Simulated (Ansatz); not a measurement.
`O[SiH2][SiH2]Br` + `N=C(N)S` → `N=C(S)N[SiH2]O` + `[SiH3]Br`  (cleavage of the Si–Si bond)

Program: Ansatz. Geometries: PBE0-D4/def2-TZVP. ΔE: electronic, gas phase. CBS: MP2 limit from def2 TZ/QZ plus the TZ coupled-cluster correction, frozen cores. Functionals use def2-TZVPP. B3LYP here is the variant with VWN-RPA as its local correlation; programs differ in this. For Br outer-core shells are correlated without core-valence functions, which leaves a few kJ/mol of doubt a bond. Scalar relativity is left out up to krypton. Each species was taken in one conformer, which may not be the lowest.

| level | ΔE (kcal/mol) | difference from CCSD(T)/CBS |
| --- | --- | --- |
| PBE-D4 | -9.7 | 5.5 |
| r2SCAN-D4 | -13.2 | 2.0 |
| PBE0-D4 | -11.6 | 3.6 |
| B3LYP-D4 | -14.2 | 1.0 |
| ωB97X-V | -14.5 | 0.7 |
| ωB97M-V | -15.7 | -0.5 |
| B2PLYP | -15.5 | -0.3 |
| PBE | -9.5 | 5.7 |
| r2SCAN | -13.0 | 2.2 |
| PBE0 | -11.4 | 3.8 |
| B3LYP | -13.9 | 1.3 |
| HF/def2-TZVPP | -18.4 | -3.2 |
| MP2/def2-TZVPP | -17.5 | -2.3 |
| SCS-MP2/def2-TZVPP | -17.7 | -2.5 |
| CCSD/def2-TZVPP | -16.2 | -1.0 |
| CCSD(T)/def2-TZVPP | -15.8 | -0.6 |
| HF/def2-QZVPP | -18.7 | -3.5 |
| MP2/def2-QZVPP | -17.2 | -2.0 |
| SCS-MP2/def2-QZVPP | -17.4 | -2.2 |
| HF/CBS(def2) | -18.7 | -3.5 |
| MP2/CBS(def2) | -16.9 | -1.7 |
| CCSD/CBS(def2) | -15.5 | -0.3 |
| CCSD(T)/CBS | -15.2 | 0 |

Largest T1 diagnostic among the species: 0.014.

In def2-TZVPP, CCSD(T) changes the Hartree–Fock value by +2.5 kcal/mol (the triples alone add +0.3 kcal/mol) and MP2 by +0.9 kcal/mol. From PBE to PBE0 (25 % exact exchange), in def2-TZVPP and without D4, ΔE moves by −1.9 kcal/mol.
